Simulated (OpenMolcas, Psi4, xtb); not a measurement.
InNH4 (SMILES [NH2][InH2]): the HOMO–LUMO gap, rung by rung

InNH4: 6 atoms, total charge 0, spin state singlet. As SMILES, `[NH2][InH2]`. The shape is that of a PBE0-D4/def2-TZVP optimisation.

Each level gives the HOMO–LUMO gap (eV). The values are calculated.

```json
{"level": "GFN1-xTB", "kind": "semi-empirical", "program": "xtb", "value (eV)": "4.98"}
{"level": "HF/def2-SVP (core potential)", "kind": "Hartree–Fock", "program": "OpenMolcas", "value (eV)": "11.60"}
{"level": "SVWN5/def2-SVP (core potential)", "kind": "LDA", "program": "Psi4", "value (eV)": "3.83"}
{"level": "BLYP/def2-SVP (core potential)", "kind": "GGA", "program": "Psi4", "value (eV)": "3.79"}
{"level": "r2SCAN/def2-SVP (core potential)", "kind": "meta-GGA", "program": "OpenMolcas", "value (eV)": "4.36"}
{"level": "B3LYP/def2-SVP (core potential)", "kind": "global hybrid", "program": "OpenMolcas", "value (eV)": "5.35"}
{"level": "TPSSh/def2-SVP (core potential)", "kind": "hybrid meta-GGA", "program": "OpenMolcas", "value (eV)": "4.83"}
{"level": "CAM-B3LYP/def2-SVP (core potential)", "kind": "range-separated hybrid", "program": "Psi4", "value (eV)": "8.07"}
{"level": "B2PLYP/def2-SVP (core potential, density fitting for correlation)", "kind": "double hybrid", "program": "Psi4", "value (eV)": "7.90"}
```

The values span 3.79 to 11.60 eV. Orbital gaps aren't excitation energies, and those of double hybrids come from the SCF part alone; they tend to grow with the share of exact exchange.
